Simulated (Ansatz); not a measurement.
Total energies of `CN(C)[Si](C)(O)Br`.

```xyz
17

C     1.5784   -0.3156   -0.8967
N     0.3330   -0.6419   -0.2374
C    -0.4234   -1.6583   -0.9276
Si   -0.3051    0.3853    0.9679
C    -1.2976    1.8337    0.3877
O     0.9155    1.0068    1.8665
Br   -1.6397   -0.8749    2.2596
H     1.4156    0.0445   -1.9224
H     2.1157    0.4589   -0.3476
H     2.2269   -1.1989   -0.9567
H    -0.7026   -1.3425   -1.9429
H     0.1646   -2.5801   -1.0182
H    -1.3355   -1.8995   -0.3814
H    -1.6847    2.4081    1.2312
H    -2.1407    1.5012   -0.2214
H    -0.6706    2.4907   -0.2216
H     1.4500    0.3825    2.3608
```

Total charge 0; spin multiplicity 1. Correlated methods freeze the filled d shell of Br. Scalar relativity is left out up to krypton. Geometry: relaxed with PBE0-D4/def2-TZVP. It is one conformer, not always the lowest. Basis def2-TZVPP, Ansatz.

RPA on PBE orbitals: Hartree–Fock energy of these orbitals -3110.26281 Eh, correlation -2.06557 Eh (frozen core).

```
 functional                                  kind  energy without D4 (Eh)  D4 term (kJ/mol)
LDA (SPW92)                                   LDA             -3107.38104                 –
        PBE                                   GGA             -3113.35806             -45.9
     revPBE                                   GGA             -3113.84154            -132.3
       BLYP                                   GGA             -3114.12485             -98.5
     r2SCAN                              meta-GGA             -3114.03623             -12.1
     B97M-V                    meta-GGA with VV10             -3113.65426                 –
      B3LYP                   global hybrid, 20 %             -3114.27054             -73.4
    r2SCANh                 meta-GGA hybrid, 10 %             -3114.02345             -12.9
    r2SCAN0                 meta-GGA hybrid, 25 %             -3114.00595             -14.2
      BHLYP                   global hybrid, 50 %             -3114.06354             -56.8
  CAM-B3LYP                range-separated hybrid             -3114.23218             -40.3
    ωB97X-V  range-separated hybrid GGA with VV10             -3113.86373                 –
     B2PLYP                         double hybrid             -3113.47253                 –
   PBE-QIDH                         double hybrid             -3113.04513                 –
```

Give the same for PBE0, HSE06 (plane-wave form), LC-ωPBE, ωB97M-V. (Estimate.)

Ansatz gave: 
```json
{"functional": "PBE0", "kind": "global hybrid, 25 % exact exchange", "energy without D4 (Eh)": "-3113.50567", "D4 term (kJ/mol)": "-39.4"}
{"functional": "HSE06 (plane-wave form)", "kind": "screened hybrid", "energy without D4 (Eh)": "-3113.48984", "D4 term (kJ/mol)": "-36.9"}
{"functional": "LC-ωPBE", "kind": "long-range corrected hybrid", "energy without D4 (Eh)": "-3113.62532", "D4 term (kJ/mol)": "–"}
{"functional": "ωB97M-V", "kind": "range-separated hybrid meta-GGA with VV10", "energy without D4 (Eh)": "-3113.94435", "D4 term (kJ/mol)": "–"}
```

B3LYP takes the VWN-RPA correlation (the form of Gaussian; ORCA's B3LYP/G). HSE06 is the plane-wave form, built on full-range PBE exchange. The double hybrids freeze the cores in their second-order part.

LC-ωPBE has ω = 0.4 bohr⁻¹.
